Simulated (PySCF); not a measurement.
Two species compared at the same levels of theory.

First species: C5H9FO2Si.
InChI=1S/C5H9FO2Si/c1-8-9-3-4(2-7)5(9)6/h7,9H,2-3H2,1H3/t9-/m0/s1

Second species: C₇H₁₃O₂P.
Atom-mapped SMILES: `[CH2:1]=[CH:2][P@@:3]1(=[O:4])[CH2:5][CH2:6][CH2:7][C@@H:8]1[O:9][CH3:10]` (hydrogens: H11, H12 on C1; H13 on C2; H14, H15 on C5; H16, H17 on C6; H18, H19 on C7; H20 on C8; H21, H22, H23 on C10)

Levels: PBE0/pcSseg-1 for HOMO energy, LUMO energy and HOMO–LUMO gap. Geometries: GFN2-xTB. All species are isolated and taken at one optimised geometry, non-relativistic unless stated; the electronic structure was computed with PySCF and density fitting.

Dipoles, sizes and rotational constants follow the conformer. The torsions of the flexible species, by atom-mapped SMILES:
- `[CH3:1][O:2][Si@H:3]1[CH2:4][C:5]([CH2:6][OH:7])=[C:8]1[F:9]`: C1–O2–Si3–C4 -174°, C4–C5–C6–O7 -158°, H–O7–C6–C5 -42°

The conformers of `C=C[P@@]1(=O)CCC[C@@H]1OC` aren't listed.

Values for the first species:

- HOMO energy: -7.15 eV
- LUMO energy: -0.09 eV
- HOMO–LUMO gap: 7.06 eV

(1) Estimate the same properties for the second species, and the change in each.

## Answers

(1) 
```
     property     first    second  second less first
  HOMO energy  -7.15 eV  -6.77 eV           +0.38 eV
  LUMO energy  -0.09 eV  -0.62 eV           -0.53 eV
HOMO–LUMO gap   7.06 eV   6.15 eV           -0.91 eV
```

